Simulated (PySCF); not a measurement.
CrCl4: Cr(IV) (d2), charge 0. The structure is a PBE0-D3(BJ)/def2-TZVP geometry optimised for multiplicity 3; coordination tetrahedral, point group Td, metal–donor distances 2.09 Å.

Method (PySCF 2.14, density fitting): CASSCF(2,5) with orbitals averaged over all microstates of the shell, strongly contracted NEVPT2 on the averaged canonical orbitals; basis x2c-TZVPall on the metal, x2c-SVPall elsewhere; spin-free X2C; gas phase; spin-orbit coupling by state interaction with the mean-field operator over all roots.

CASSCF energies above the lowest CASSCF root:

```
state  CASSCF / cm⁻¹
  3A2              0
  3T2           9250
   1E          13818
  3T1          15159
  1T2          21893
  1A1          22996
  3T1          25396
  1T1          25396
   1E          31548
  1T2          33553
  1A1          53849
```

Problem. How does dynamic correlation (SC-NEVPT2) move these states?

Solution. 
```tsv
state	NEVPT2 / cm⁻¹	shift / cm⁻¹
3A2	0	0
3T2	12698	+3448
1E	12018	-1800
3T1	18827	+3667
1T2	23466	+1573
1A1	20697	-2299
3T1	26733	+1337
1T1	26174	+778
1E	34141	+2593
1T2	35408	+1855
1A1	48015	-5833
```

No frequencies were computed for the optimised geometry. Charge-transfer states lie outside this active space and may come lower than some of these levels. NEVPT2 lifts 3T2 from 9250 to 12698 cm⁻¹; on the d shell alone such lifts tend to overshoot. An active orbital has only 0.72 squared overlap with the free ion's shell, so the metal shell alone is a small active space here. NEVPT2 on the d shell alone tends to put d–d bands too high for such charged or covalently bound ions.
